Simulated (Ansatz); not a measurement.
CH₂ (SMILES [CH2]), singlet, at a GFN2-xTB geometry. Base run: CCSD(T)/def2-SV(P) run with Ansatz (a first-principles code).

Input for Ansatz:
Ansatz 0.2 input:
```yaml
crystal:
  periodic: [false, false, false]
  atoms:
    - {symbol: C, position_ang: [0.00106484, 0.16389984, 0.01623868]}
    - {symbol: H, position_ang: [-0.88481843, -0.48695954, -0.03874538]}
    - {symbol: H, position_ang: [0.87842936, -0.49643949, -0.05868670]}
basis:
  gaussian:
    orbitals: def2-SV_P_.json
magnetization: {spin_polarized: false}
correlation: {method: ccsd_t}
```
The basis file holds def2-SV(P) in the JSON format of the Basis Set Exchange.

The base run was repeated with changes; each row names its change, and settings that it needs were set with it.

```tsv
change	ΔE vs base (kcal/mol)	MP2 correlation (Eh)	CC correlation without the perturbative part (Eh)	basis functions
base	0.000	-0.09399	-0.11956	18
diis_vectors = 4	0.000	-0.09399	-0.11956	18
electrons = all	-1.10	-0.09588	-0.12125	18
method = ccsd	1.62	-0.09399	-0.11956	18
lower_state_search = off	0.000	-0.09399	-0.11956	18
reference functional = pbe0	0.181	-	-0.12154	18
accuracy = high	0.001	-0.09399	-0.11956	18
method = mp2	17.66	-0.09399	-	18
diis_vectors = 2	0.000	-0.09399	-0.11956	18
method = bccd	1.68	-0.09399	-0.11946	18
```
